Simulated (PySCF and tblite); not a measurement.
The numbers below are computed, except where a source is named.
System: C7H13BSi, numbered as in [CH3:1][B:2]([CH3:3])[C@@H:4]1[CH:5]=[CH:6][C:7]([SiH3:8])=[CH:9]1.

Motion: shift of B2 from C4 to C9. GFN2-xTB gives an electronic barrier of 1.3 kcal/mol and a reaction energy of -1.9 kcal/mol.

DFT energies on a tight-binding saddle of a bond shift can be off by several kcal/mol. The barrier is low, and the GFN2-xTB saddle may lie off the DFT one, so take it as rough.

PBE0/pcSseg-1 + D3(BJ), IEF-PCM dichloromethane on GFN2-xTB geometries gives 2.0 kcal/mol and k(298 K) = 3.8×10¹⁰ s⁻¹.

(1) What does revPBE/pcSseg-1 + D3(BJ), IEF-PCM dichloromethane give on GFN2-xTB geometries?

Programs: tblite and PySCF.

Results:

(1) A barrier of 1.4 kcal/mol, 0.6 below the first DFT barrier (from unrounded values), a reaction energy of -1.6 kcal/mol and, with GFN2-xTB thermal terms, ΔG‡(298 K) = 2.4 kcal/mol and k = 1.1×10¹¹ s⁻¹ (1 equivalent path).
